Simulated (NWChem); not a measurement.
Molecule: CH5FO2Si; SMILES O[SiH](O)CF

```xyz
10

O      1.5066    -0.8187    -0.3147
Si     0.0209    -0.4531     0.3309
O     -1.0581    -1.6123    -0.1480
C     -0.6822     1.1529    -0.3555
F      0.1083     2.2037     0.0826
H      2.2816    -0.5377     0.1788
H      0.1601    -0.3477     1.8153
H     -0.7895    -2.5309    -0.0558
H     -0.6920     1.1411    -1.4600
H     -1.7218     1.3171    -0.0199
```
Atoms are numbered in this order, from 1.

Program: NWChem. Pople sets run with spherical d functions. Medium grid unless said otherwise, to which SCAN and Minnesota functionals are sensitive. Geometry: optimised at PBE0/def2-SVP.

Task: Among these, which level gives the highest value of “dipole (D)”?
A) BP86/6-31G*
B) BLYP/6-31G*
C) HCTH/407/6-31G*
D) MN15-L/6-31G*

Result: D, MN15-L/6-31G*. Values: HCTH/407/6-31G* 1.69; BLYP/6-31G* 1.69; BP86/6-31G* 1.70; MN15-L/6-31G* 1.83
